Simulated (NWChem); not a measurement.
System: AlH$_{2}$S$_{2}$F; SMILES [F][Al]([SH])[SH]

Input file for NWChem:

```
start job
memory heap 200 mb stack 900 mb global 1100 mb
geometry units angstroms noautosym nocenter noautoz
  Al    -0.368432    -0.000152     0.001814
  F     -2.027045     0.103241     0.003092
  S      0.789403     1.837667     0.007213
  H     -0.321987     2.608519     0.010668
  S      0.543148    -1.967595    -0.005214
  H      1.795749    -1.456980    -0.003939
end
basis spherical
  * library def2-svpd
end
dft
  xc b3lyp
  iterations 150
end
property
  response 1 0.0
end
task dft property
```

Output (shortened):

```
             Northwest Computational Chemistry Package (NWChem) 7.3.0
             --------------------------------------------------------

                             Geometry "geometry" -> ""
                             -------------------------

 Output coordinates in angstroms (scale by  1.889725989 to convert to a.u.)

  No.       Tag          Charge          X              Y              Z
 ---- ---------------- ---------- -------------- -------------- --------------
    1 Al                  13.0000    -0.36843200    -0.00015200     0.00181400
    2 F                    9.0000    -2.02704500     0.10324100     0.00309200
    3 S                   16.0000     0.78940300     1.83766700     0.00721300
    4 H                    1.0000    -0.32198700     2.60851900     0.01066800
    5 S                   16.0000     0.54314800    -1.96759500    -0.00521400
    6 H                    1.0000     1.79574900    -1.45698000    -0.00393900

 Effective nuclear repulsion energy (a.u.)     245.2499790218

                              NWChem Property Module
                              ----------------------

                                 NWChem DFT Module
                                 -----------------

 Summary of "ao basis" -> "ao basis" (spherical)
 ------------------------------------------------------------------------------
       Tag                 Description            Shells   Functions and Types
 ---------------- ------------------------------  ------  ---------------------
 Al                        def2-svpd                10       24   5s3p2d
 F                         def2-svpd                 9       23   4s3p2d
 S                         def2-svpd                11       27   5s4p2d
 H                         def2-svpd                 4        8   2s2p

            General Information
            -------------------
          SCF calculation type: DFT
          Wavefunction type:  closed shell.
          No. of atoms     :     6
          No. of electrons :    56
           Alpha electrons :    28
            Beta electrons :    28
          Charge           :     0
          Spin multiplicity:     1
          Use of symmetry is: off; symmetry adaption is: off
          Maximum number of iterations: 150
          AO basis - number of functions:   117
                     number of shells:    49
          Convergence on energy requested:  1.00D-06
          Convergence on density requested:  1.00D-05
          Convergence on gradient requested:  5.00D-04

              XC Information
              --------------
                         B3LYP Method XC Potential
                     Hartree-Fock (Exact) Exchange  0.200
                        Slater Exchange Functional  0.800 local
                    Becke 1988 Exchange Functional  0.720 non-local
              Lee-Yang-Parr Correlation Functional  0.810
                  VWN I RPA Correlation Functional  0.190 local

             Grid Information
             ----------------
          Grid used for XC integration:  medium
          Radial quadrature: Mura-Knowles
          Angular quadrature: Lebedev.
          Tag              B.-S. Rad. Rad. Pts. Rad. Cut. Ang. Pts.
          ---              ---------- --------- --------- ---------
          Al                  1.25       88          12.0       590
          F                   0.50       49          12.0       434
          S                   1.00       88          14.0       590
          H                   0.35       45          14.0       434
          Grid pruning is: on
          Number of quadrature shells:   403
          Spatial weights used:  Erf1

      Superposition of Atomic Density Guess
      -------------------------------------

 Sum of atomic energies:       -1136.79083820

      Non-variational initial energy
      ------------------------------

 Total energy =   -1137.528074
 1-e energy   =   -2063.410990
 2-e energy   =     680.632937
 HOMO         =      -0.336601
 LUMO         =      -0.025176

   convergence    iter        energy       DeltaE   RMS-Dens  Diis-err
 ---------------- ----- ----------------- --------- --------- ---------
 d= 0,ls=0.0,diis     1  -1139.6112275375 -1.38D+03  1.36D-02  7.45D-01
 d= 0,ls=0.0,diis     2  -1139.5313628598  7.99D-02  6.75D-03  1.86D+00
 d= 0,ls=0.0,diis     3  -1139.6955731581 -1.64D-01  1.40D-03  3.27D-02
 d= 0,ls=0.0,diis     4  -1139.6977494230 -2.18D-03  7.21D-04  5.99D-03
 d= 0,ls=0.0,diis     5  -1139.6987318653 -9.82D-04  1.41D-04  1.94D-04
  Resetting Diis
 d= 0,ls=0.0,diis     6  -1139.6987635224 -3.17D-05  2.35D-05  7.85D-06
 d= 0,ls=0.0,diis     7  -1139.6987648344 -1.31D-06  1.02D-05  3.53D-07
 d= 0,ls=0.0,diis     8  -1139.6987648276  6.80D-09  5.19D-06  4.02D-07

         Total DFT energy =    -1139.698764827555
      One electron energy =    -2066.082272229514
           Coulomb energy =      762.463870821005
    Exchange-Corr. energy =      -81.330342440805
 Nuclear repulsion energy =      245.249979021759

 Numeric. integr. density =       56.000009477652

                       DFT Final Molecular Orbital Analysis
                       ------------------------------------

[...]

 DFT Linear Response polarizability / au
 Frequency  =       0.0000000 / au
              X              Y              Z
 -----------------------------------------------
 X      61.9931589     -0.3699564     -0.0042354
 Y      -0.3699669     84.1182627      0.0905853
 Z      -0.0042351      0.0905853     56.7256922
 -----------------------------------------------
 Eigenvalues =      61.9869759     84.1247469     56.7253910
 Isotropic   =      67.6123713
 Anisotropic =      25.1842201
 -----------------------------------------------

 Magnetic Dipole Response Matrix (nonzero elements):

 Exiting AOResponse driver routine
```

Level: B3LYP/def2-SVPD. The geometry was optimised at PBE0/def2-SVP.
